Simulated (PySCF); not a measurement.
This PySCF input asks for the NMR shieldings of SMILES C=C(C)/C(C)=C/B(O)O, C$_{6}$H$_{11}$BO$_{2}$; the geometry comes from GFN2-xTB.

```python
import basis_set_exchange as bse
import numpy as np
from pyscf import gto, dft
from pyscf.prop import nmr

atoms = """
C    -2.464393    0.348340    0.948284
C    -1.534617    0.140965    0.015239
C    -1.951384    0.016151   -1.424375
C    -0.105099    0.022034    0.343467
C     0.251743   -0.046294    1.797705
C     0.843509   -0.019977   -0.610378
B     2.397055   -0.175067   -0.480692
O     3.186442   -0.173243   -1.601335
O     3.045357   -0.333148    0.699185
H    -3.506863    0.426893    0.686950
H    -2.238416    0.458016    1.993056
H    -1.571880    0.854883   -2.007053
H    -1.566773   -0.905978   -1.856946
H    -3.035570    0.009961   -1.504442
H     0.015140    0.898441    2.285641
H     1.311664   -0.238753    1.909552
H    -0.310822   -0.836520    2.291375
H     0.506135    0.058826   -1.638928
H     2.731640   -0.064685   -2.434196
H     3.991984   -0.430166    0.584852
"""
names = dict.fromkeys(["C", "B", "O", "H"], "pcSseg-1")
basis = {el: gto.basis.parse(bse.get_basis(n, elements=[el], fmt="nwchem")) for el, n in names.items()}
mol = gto.M(atom=atoms, basis=basis, charge=0, verbose=0)
mf = dft.RKS(mol, xc="PBE0")
mf.grids.level = 2
mf.grids.alignment = dft.numint.BLKSIZE   # the property module wants whole blocks of grid points
mf.conv_tol = 1e-9
mf.kernel()

calc = nmr.RKS(mf)   # GIAO
C = mf.mo_coeff
Co = C[:, mf.mo_occ > 0]
resp = mf.gen_response(singlet=True, hermi=2)
def vind(x):   # induced exchange potential for any number of trial vectors
    d = np.einsum("pi,xij,qj->xpq", C, 2 * x.reshape(-1, C.shape[1], Co.shape[1]), Co, optimize=True)
    return np.einsum("xpq,pi,qj->xij", resp(d - d.transpose(0, 2, 1)), C, Co, optimize=True).ravel()
mo1, _ = nmr.rhf.solve_mo1(calc, with_cphf=vind)
sigma = calc.kernel(mo1)
for i, s in enumerate(sigma):   # ppm
    print("%2d %-2s %9.2f" % (i, mol.atom_pure_symbol(i), np.trace(s) / 3))
```

Question: What does it print?

Answer: 
```
 0 C      63.02
 1 C      34.24
 2 C     162.88
 3 C      19.69
 4 C     168.01
 5 C      64.48
 6 B      74.27
 7 O     207.94
 8 O     221.21
 9 H      26.16
10 H      26.12
11 H      29.48
12 H      29.73
13 H      29.83
14 H      29.83
15 H      27.64
16 H      30.03
17 H      26.40
18 H      27.79
19 H      27.53
```

These numbers come from an equivalent density-fitted implementation of the same equations, which agrees with the script to about 0.01 ppm for H and up to a few tenths of a ppm for heavy atoms, so last digits may differ.

Size and cost of the density-fitted run: 208 basis functions, 71 s wall time on 1 thread of an Arm Neoverse N1, shared host; peak memory 0.93 GiB.
